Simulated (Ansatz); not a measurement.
Steps of a relaxation of `BC(F)OC=O` with RKS PBE-D4/def2-SVP.

```sh
$ ansatz run in.yaml --threads 4 --pin off --events-out ev --progress --plain --max-ram 10444MiB
```

```yaml
crystal:
  periodic: [false, false, false]
  atoms:
    - {symbol: B, position_ang: [0.310300, -1.870100, 0.306200]}
    - {symbol: C, position_ang: [-0.311100, -0.348200, 0.339400]}
    - {symbol: F, position_ang: [-0.273900, 0.126000, 1.625800]}
    - {symbol: O, position_ang: [0.546700, 0.493800, -0.518800]}
    - {symbol: C, position_ang: [0.174100, 1.820900, -0.762900]}
    - {symbol: O, position_ang: [-0.825900, 2.390000, -0.204300]}
    - {symbol: H, position_ang: [-0.398800, -2.712800, -0.064300]}
    - {symbol: H, position_ang: [1.414500, -2.024200, 0.616400]}
    - {symbol: H, position_ang: [-1.361200, -0.336700, 0.042900]}
    - {symbol: H, position_ang: [0.808300, 2.410100, -1.377500]}
basis:
  gaussian: {orbitals: def2-SVP}
hamiltonian: {xc: pbe, dispersion: d4}
relax: {f_tol: 0.03, max_steps: 200}
```

Positions (Å) and forces (eV/Å) along the path, 13 of 19 steps:

```xyz
10
step=1 energy=-9606.7881 eV
B     0.310   -1.870    0.306   -0.668    2.217   -0.239
C    -0.311   -0.348    0.339    1.174   -0.077   -0.270
F    -0.274    0.126    1.626    0.232   -0.110    0.370
O     0.547    0.494   -0.519   -0.645    0.674   -0.282
C     0.174    1.821   -0.763   -5.159    0.187    4.262
O    -0.826    2.390   -0.204    3.420   -2.325   -2.128
H    -0.399   -2.713   -0.064   -0.698   -1.093   -0.320
H     1.415   -2.024    0.616    1.301   -0.257    0.483
H    -1.361   -0.337    0.043   -0.546    0.537   -0.567
H     0.808    2.410   -1.377    1.589    0.248   -1.309
10
step=3 energy=-9607.2262 eV
B     0.292   -1.820    0.258   -0.270    0.417    0.185
C    -0.305   -0.323    0.368    0.294   -0.158   -0.454
F    -0.180    0.076    1.684    0.045   -0.029    0.019
O     0.562    0.476   -0.479   -0.253    0.708    0.115
C     0.145    1.766   -0.719   -2.866    1.625    0.646
O    -0.937    2.264   -0.323    2.960   -1.603   -0.948
H    -0.420   -2.724   -0.115    0.041   -0.100   -0.092
H     1.430   -2.000    0.629    0.008    0.011   -0.034
H    -1.364   -0.157    0.058    0.176    0.079    0.081
H     0.861    2.390   -1.358   -0.135   -0.950    0.485
10
step=5 energy=-9607.4003 eV
B     0.272   -1.801    0.255    0.119    0.032   -0.041
C    -0.284   -0.311    0.374   -0.032    0.067   -0.122
F    -0.125    0.055    1.704   -0.026   -0.009    0.052
O     0.549    0.512   -0.451    0.006   -0.329    0.174
C     0.093    1.765   -0.727   -0.086    0.509   -0.104
O    -0.949    2.255   -0.369    0.042   -0.258    0.009
H    -0.393   -2.706   -0.209    0.017    0.042    0.002
H     1.398   -1.990    0.672   -0.073   -0.020   -0.021
H    -1.343   -0.119    0.097   -0.028    0.021    0.101
H     0.865    2.289   -1.343    0.061   -0.056   -0.052
10
step=6 energy=-9607.4070 eV
B     0.272   -1.790    0.242   -0.042    0.130   -0.005
C    -0.288   -0.302    0.389   -0.139   -0.310    0.240
F    -0.134    0.049    1.732    0.026   -0.022   -0.051
O     0.555    0.498   -0.417   -0.018    0.385   -0.131
C     0.096    1.762   -0.732    0.204   -0.214   -0.034
O    -0.959    2.233   -0.406   -0.150   -0.011    0.048
H    -0.390   -2.690   -0.231    0.010    0.009   -0.018
H     1.400   -1.964    0.640    0.061   -0.078    0.029
H    -1.351   -0.112    0.132   -0.017    0.081   -0.024
H     0.882    2.264   -1.345    0.064    0.032   -0.054
10
step=8 energy=-9607.4202 eV
B     0.272   -1.781    0.238    0.012    0.036   -0.032
C    -0.277   -0.296    0.421   -0.052   -0.067    0.147
F    -0.111    0.037    1.764    0.017    0.011   -0.043
O     0.571    0.520   -0.384    0.006   -0.014    0.008
C     0.087    1.750   -0.748    0.077    0.033   -0.047
O    -0.994    2.197   -0.469   -0.069   -0.004    0.002
H    -0.389   -2.648   -0.291   -0.029   -0.022   -0.052
H     1.385   -2.009    0.655    0.025   -0.004    0.033
H    -1.338   -0.084    0.168    0.016    0.023   -0.003
H     0.878    2.263   -1.351   -0.002    0.007   -0.012
10
step=9 energy=-9607.4339 eV
B     0.269   -1.762    0.214   -0.060   -0.103    0.006
C    -0.253   -0.283    0.500   -0.016    0.016    0.126
F    -0.048    0.022    1.841    0.006    0.008   -0.115
O     0.597    0.545   -0.306   -0.126    0.082   -0.073
C     0.066    1.720   -0.785   -0.489    0.141    0.173
O    -1.065    2.120   -0.612    0.683   -0.301   -0.116
H    -0.381   -2.550   -0.459    0.154    0.171    0.049
H     1.338   -2.074    0.705   -0.097    0.012   -0.067
H    -1.310   -0.033    0.267    0.003   -0.023    0.017
H     0.870    2.242   -1.363   -0.058   -0.002    0.000
10
step=11 energy=-9607.4483 eV
B     0.267   -1.750    0.216   -0.050   -0.125   -0.118
C    -0.253   -0.277    0.527    0.020   -0.049    0.116
F    -0.025    0.032    1.859   -0.002    0.062   -0.061
O     0.594    0.542   -0.296   -0.034   -0.075    0.005
C     0.058    1.703   -0.794    0.205   -0.005   -0.014
O    -1.067    2.092   -0.637   -0.160    0.017    0.015
H    -0.352   -2.495   -0.533    0.145    0.173    0.093
H     1.313   -2.100    0.731   -0.117    0.034   -0.042
H    -1.312   -0.023    0.305    0.009   -0.026    0.017
H     0.861    2.225   -1.373   -0.016   -0.006   -0.012
10
step=14 energy=-9607.4802 eV
B     0.277   -1.700    0.202   -0.097    0.070   -0.087
C    -0.237   -0.260    0.646   -0.025   -0.100    0.033
F     0.036    0.070    1.954    0.045    0.012   -0.070
O     0.604    0.535   -0.222    0.056    0.107   -0.085
C     0.035    1.625   -0.837   -0.098   -0.029    0.064
O    -1.110    1.978   -0.719    0.073   -0.022   -0.026
H    -0.204   -2.183   -0.813    0.098    0.038    0.149
H     1.169   -2.254    0.818   -0.107    0.074   -0.057
H    -1.298    0.013    0.443    0.044   -0.073    0.003
H     0.811    2.125   -1.470    0.012   -0.078    0.074
10
step=15 energy=-9607.4834 eV
B     0.264   -1.703    0.202    0.002    0.051   -0.115
C    -0.237   -0.261    0.638   -0.042   -0.104    0.039
F     0.052    0.075    1.941    0.012    0.005   -0.049
O     0.600    0.529   -0.236    0.002    0.051   -0.049
C     0.033    1.625   -0.837    0.053    0.048    0.072
O    -1.112    1.978   -0.727   -0.022   -0.028   -0.023
H    -0.210   -2.210   -0.800    0.036    0.049    0.120
H     1.169   -2.231    0.815   -0.040   -0.011    0.003
H    -1.300    0.005    0.444    0.014   -0.002    0.002
H     0.824    2.141   -1.438   -0.014   -0.058    0.001
10
step=16 energy=-9607.4827 eV rejected
B     0.263   -1.701    0.204    0.067    0.101   -0.101
C    -0.236   -0.264    0.648    0.136    0.121   -0.023
F     0.057    0.071    1.949   -0.040   -0.020   -0.001
O     0.605    0.546   -0.220   -0.018   -0.173    0.003
C     0.032    1.623   -0.841    0.004   -0.013    0.126
O    -1.119    1.963   -0.749   -0.063    0.003   -0.042
H    -0.214   -2.184   -0.801   -0.008   -0.033    0.013
H     1.166   -2.242    0.804   -0.031   -0.020    0.034
H    -1.295    0.002    0.447   -0.068    0.022    0.032
H     0.825    2.135   -1.439    0.021    0.011   -0.041
10
step=17 energy=-9607.4836 eV
B     0.271   -1.696    0.193   -0.081   -0.043    0.051
C    -0.236   -0.262    0.637    0.054   -0.011    0.004
F     0.059    0.072    1.938   -0.016   -0.008   -0.008
O     0.602    0.536   -0.234    0.002    0.022    0.029
C     0.034    1.633   -0.828   -0.029   -0.062   -0.141
O    -1.117    1.972   -0.736    0.014    0.023    0.049
H    -0.214   -2.212   -0.793    0.032    0.036   -0.013
H     1.159   -2.234    0.818    0.030    0.000   -0.013
H    -1.298    0.001    0.444   -0.012    0.012    0.003
H     0.824    2.139   -1.437    0.006    0.032    0.038
10
step=18 energy=-9607.4853 eV
B     0.267   -1.694    0.197   -0.006   -0.002   -0.018
C    -0.235   -0.261    0.648    0.032    0.008   -0.017
F     0.062    0.074    1.947   -0.007   -0.008    0.002
O     0.603    0.536   -0.226    0.002   -0.017    0.007
C     0.031    1.621   -0.837   -0.012   -0.006   -0.004
O    -1.120    1.961   -0.743   -0.004    0.001   -0.001
H    -0.200   -2.180   -0.813    0.013    0.013    0.027
H     1.150   -2.246    0.818   -0.007   -0.004   -0.004
H    -1.297    0.006    0.455   -0.017    0.009    0.006
H     0.821    2.131   -1.442    0.004    0.005    0.001
10
step=19 energy=-9607.4854 eV
B     0.267   -1.693    0.197   -0.005   -0.001   -0.002
C    -0.234   -0.261    0.649    0.022    0.005   -0.017
F     0.064    0.074    1.949   -0.002   -0.003    0.007
O     0.604    0.537   -0.225    0.001   -0.010    0.004
C     0.030    1.619   -0.839   -0.006    0.004    0.010
O    -1.122    1.957   -0.746   -0.002   -0.003   -0.007
H    -0.198   -2.175   -0.815    0.005    0.003    0.006
H     1.147   -2.249    0.819   -0.003   -0.001   -0.002
H    -1.296    0.007    0.457   -0.012    0.005    0.004
H     0.820    2.131   -1.442    0.002    0.002   -0.005
```

Hardware: 4 threads of an Intel Xeon 6975P-C on a shared host. Wall time 11 s, peak host memory 0.17 GiB.
